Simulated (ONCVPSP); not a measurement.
# platinum, ONCV: configuration errors across variants

platinum (Pt), optimised norm-conserving Vanderbilt (ONCV), made with ONCVPSP 4.0.1 (PBE, scalar-relativistic). Core [Kr] 4d10, reference 4f13 5s2 5p6 5d10 6s1. Waves: 5s+6s: rc 1.80 bohr, ncon 4, nbas 7, qcut 5.8 1/bohr, 2 projectors; 5p: rc 1.85 bohr, ncon 3, nbas 8, qcut 6.8 1/bohr, 3 projectors, debl 2.6 Ha; 5d: rc 1.30 bohr, ncon 3, nbas 6, qcut 6.5 1/bohr, 2 projectors, debl 1.8 Ha; 4f: rc 0.70 bohr, ncon 4, nbas 8, qcut 23.2 1/bohr, 2 projectors, debl 2.2 Ha. Local part: polynomial inside 0.50 bohr (lpopt 5, dvloc0 1 Ha). Core correction: Teter function, fcfact 3, rcfact 1.65.

In the f channel the program set the typed energies aside and used -2.971, 0.250 Ha.

All-electron excitation energies from the reference (eV): (1) 4f14 5s2 5p6 5d9 6s1 -68.921; (2) 4f14 5s2 5p6 5d9 6s0 -59.727; (3) 4f14 5s2 5p6 5d8 6s0 -39.761; (4) 4f14 5s2 5p6 5d6 6s0 38.110.

A true bound ghost makes a file unfit for plane-wave use even where its test errors are small: the radial tests pick states by their node count and pass the ghost by.

Errors AE − PS in meV (a dash: test not solved or not reliable):

```csv
change,(1),(2),(3),(4),bound ghosts,GHOST(+) flags above zero
base,-321,-165,-239,-558,"s, p","s, d"
"core correction Teter function, fcfact 1.6, rcfact 1.65",-302,-149,-223,-536,"s, p","s, d"
"core correction Teter function, fcfact 2.5, rcfact 1.65",-313,-159,-234,-550,"s, p","s, d"
"core correction Teter function, fcfact 3.1, rcfact 1.65",-321,-166,-241,-561,"s, p","s, d"
"core correction Teter function, fcfact 4.2, rcfact 1.65",-332,-176,-251,-574,"s, p","s, d"
"core correction Teter function, fcfact 4.8, rcfact 1.65",-337,-180,-256,-580,"s, p","s, d"
"core correction Teter function, fcfact 5.6, rcfact 1.65",-343,-185,-262,-588,"s, p","s, d"
"core correction Teter function, fcfact 7.8, rcfact 1.65",-356,-197,-275,-610,"s, p","s, d"
```

Problem. Give the same row for: core correction Teter function, fcfact 6.9, rcfact 1.65.

Solution. -351, -193, -270, -601; bound ghosts: s, p; GHOST(+) flags above zero: s, d.
